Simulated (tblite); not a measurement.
Compound: C7H11O (doublet state).
Numbering: `[CH2:1]=[C:2]=[CH:3][C@H:4]([O:5])[CH2:6][CH2:7][CH3:8]` (hydrogens: H9, H10 on C1; H11 on C3; H12 on C4; H13, H14 on C6; H15, H16 on C7; H17, H18, H19 on C8)
Bond orders are those of one Lewis drawing.

Computed with GFN2-xTB (tblite), gas phase: L-BFGS steps from a force-field or distance-geometry start until the largest atomic force falls under 0.01 eV/Å.

Step 0: E = -666.0792 eV
```
atom  x, y, z in Å  |  force x, y, z in eV/Å
C1     -3.0454    0.4318    0.7487    0.886  -1.087  -0.458
C2     -2.0871   -0.4223    0.5414   -0.041  -0.388   0.344
C3     -1.1024   -1.2707    0.3410   -2.420   1.650   0.855
C4     -0.1882   -0.9353   -0.7627    2.147  -4.143  -0.108
O5      0.7656   -1.9500   -0.8091   -0.739   1.590  -0.570
C6      0.3425    0.4425   -0.7699   -0.642   2.463  -1.675
C7      1.1307    0.8819    0.4223    0.539   1.267   0.677
C8      2.3689    0.0964    0.7438    0.932   0.108   1.323
H9     -2.8392    1.2175    1.4298   -0.485   0.648   0.210
H10    -3.9531    0.2511    0.2089   -0.399   0.481   0.230
H11    -1.0741   -2.1276    0.9781    0.555  -0.427  -0.176
H12    -0.7925   -1.0619   -1.6939    0.177  -0.027   0.037
H13    -0.5487    1.1288   -0.8266    0.514  -0.426  -0.038
H14     0.8975    0.6354   -1.7319   -0.145  -0.361   0.925
H15     0.5222    0.9823    1.3413   -0.111  -0.345  -0.533
H16     1.4921    1.9165    0.2035   -0.379  -0.405   0.084
H17     3.2055    0.3851    0.1020   -0.248  -0.416  -0.095
H18     2.6646    0.3930    1.7796    0.002  -0.283  -0.601
H19     2.2313   -0.9852    0.7767   -0.145   0.101  -0.432
```

Step 1: E = -666.5124 eV
```
atom  x, y, z in Å  |  force x, y, z in eV/Å
C1     -3.0328    0.4163    0.7421   -0.315   0.392   0.111
C2     -2.0876   -0.4278    0.5463   -1.112   0.634   0.467
C3     -1.1369   -1.2472    0.3533    0.662  -0.985   0.093
C4     -0.1575   -0.9945   -0.7642    0.319  -0.868   0.333
O5      0.7551   -1.9273   -0.8172    0.613   0.090  -0.447
C6      0.3333    0.4776   -0.7939   -0.031   0.264  -0.117
C7      1.1384    0.9000    0.4320    0.182   0.196  -0.049
C8      2.3822    0.0979    0.7627    0.195   0.071   0.270
H9     -2.8461    1.2269    1.4328   -0.510   0.102  -0.215
H10    -3.9588    0.2580    0.2121   -0.153   0.429   0.296
H11    -1.0661   -2.1337    0.9755    0.343   0.041  -0.329
H12    -0.7900   -1.0623   -1.6934    0.151   0.009   0.041
H13    -0.5414    1.1227   -0.8271   -0.206   0.040  -0.138
H14     0.8954    0.6302   -1.7187    0.187  -0.081   0.186
H15     0.5206    0.9773    1.3337   -0.218  -0.240  -0.294
H16     1.4867    1.9107    0.2047   -0.104   0.201   0.060
H17     3.2020    0.3792    0.1006   -0.119  -0.360  -0.060
H18     2.6646    0.3890    1.7710    0.245  -0.102   0.132
H19     2.2292   -0.9838    0.7705   -0.128   0.167  -0.341
```

Step 2: E = -666.5639 eV
```
atom  x, y, z in Å  |  force x, y, z in eV/Å
C1     -3.0358    0.4201    0.7429   -0.990   0.929   0.219
C2     -2.1046   -0.4189    0.5541    1.285  -1.412  -0.051
C3     -1.1316   -1.2589    0.3564   -0.733   0.650   0.105
C4     -0.1484   -1.0158   -0.7594   -0.257  -0.045   0.279
O5      0.7629   -1.9228   -0.8251    1.020  -0.337  -0.413
C6      0.3316    0.4865   -0.7989    0.092  -0.172   0.259
C7      1.1422    0.9055    0.4326    0.040  -0.051  -0.133
C8      2.3870    0.0992    0.7694   -0.036   0.050  -0.029
H9     -2.8549    1.2297    1.4299   -0.481   0.225  -0.099
H10    -3.9620    0.2655    0.2171   -0.259   0.426   0.219
H11    -1.0598   -2.1340    0.9702    0.300  -0.273  -0.033
H12    -0.7873   -1.0622   -1.6927    0.179   0.038   0.073
H13    -0.5435    1.1225   -0.8293   -0.297   0.088  -0.146
H14     0.8980    0.6282   -1.7141    0.245  -0.041  -0.010
H15     0.5170    0.9730    1.3281   -0.207  -0.198  -0.238
H16     1.4843    1.9130    0.2058   -0.035   0.327   0.050
H17     3.1997    0.3729    0.0995   -0.031  -0.302  -0.067
H18     2.6683    0.3869    1.7719    0.291  -0.055   0.295
H19     2.2270   -0.9811    0.7645   -0.128   0.155  -0.282
```

Step 3: E = -666.6314 eV
```
atom  x, y, z in Å  |  force x, y, z in eV/Å
C1     -3.0523    0.4366    0.7467    0.639  -0.657  -0.174
C2     -2.1054   -0.4283    0.5616   -0.325   0.125   0.235
C3     -1.1354   -1.2628    0.3609   -0.309   0.443  -0.056
C4     -0.1426   -1.0383   -0.7506   -0.257   0.451  -0.065
O5      0.7848   -1.9228   -0.8389    0.760  -0.252  -0.200
C6      0.3311    0.4932   -0.8006    0.113  -0.465   0.421
C7      1.1467    0.9104    0.4313   -0.092  -0.165  -0.107
C8      2.3914    0.1012    0.7759   -0.215   0.060  -0.217
H9     -2.8703    1.2355    1.4256   -0.364   0.493   0.163
H10    -3.9686    0.2789    0.2252   -0.492   0.348   0.046
H11    -1.0493   -2.1377    0.9642    0.244  -0.422   0.142
H12    -0.7822   -1.0616   -1.6909    0.238   0.025   0.147
H13    -0.5497    1.1235   -0.8335   -0.220   0.021  -0.131
H14     0.9040    0.6257   -1.7094    0.227  -0.037  -0.108
H15     0.5106    0.9659    1.3193   -0.164  -0.146  -0.178
H16     1.4815    1.9197    0.2075   -0.004   0.339   0.053
H17     3.1969    0.3624    0.0975    0.077  -0.213  -0.084
H18     2.6761    0.3840    1.7767    0.280  -0.047   0.310
H19     2.2230   -0.9761    0.7545   -0.136   0.099  -0.198
```

Task: Estimate the geometry and energy of step 4. (The exact step hangs on the optimiser's Hessian estimate; all steps are aligned on step 3, rigid shifts and turns removed.)

Result: E = -666.6901 eV, largest force 0.512 eV/Å
```
atom  x, y, z in Å  |  force x, y, z in eV/Å
C1     -3.0535    0.4376    0.7465    0.283  -0.335  -0.061
C2     -2.1137   -0.4316    0.5718   -0.221   0.116   0.148
C3     -1.1428   -1.2597    0.3637    0.161  -0.144   0.016
C4     -0.1413   -1.0499   -0.7448    0.207   0.376  -0.280
O5      0.8138   -1.9262   -0.8530   -0.036   0.270   0.067
C6      0.3323    0.4916   -0.7956    0.021  -0.402   0.137
C7      1.1489    0.9120    0.4288   -0.116   0.000  -0.006
C8      2.3917    0.1038    0.7779   -0.154   0.085  -0.102
H9     -2.8884    1.2483    1.4249   -0.298   0.313   0.067
H10    -3.9819    0.2952    0.2323   -0.320   0.286   0.069
H11    -1.0369   -2.1475    0.9616    0.125  -0.151   0.043
H12    -0.7742   -1.0608   -1.6872    0.258  -0.028   0.147
H13    -0.5580    1.1244   -0.8389    0.040  -0.159  -0.091
H14     0.9123    0.6230   -1.7072    0.090  -0.076   0.018
H15     0.5028    0.9578    1.3093   -0.121  -0.101  -0.100
H16     1.4790    1.9304    0.2098   -0.055   0.151   0.079
H17     3.1959    0.3505    0.0945    0.119  -0.126  -0.084
H18     2.6868    0.3809    1.7853    0.174  -0.103   0.058
H19     2.2176   -0.9706    0.7433   -0.156   0.027  -0.124
```

The energy changes by -0.0587 eV. The first-order estimate −F·Δx gives -0.0879 eV and the mean of the old and new forces, exact on a quadratic surface, -0.0589 eV. The step makes an angle of 49° with the force vector and moves no atom by more than 0.032 Å.

What follows is the cost of the whole relaxation. Hardware: Arm Neoverse V2, one thread, shared host with 96 logical CPUs at a one-minute load of 21. Cost: 0.29 s wall.
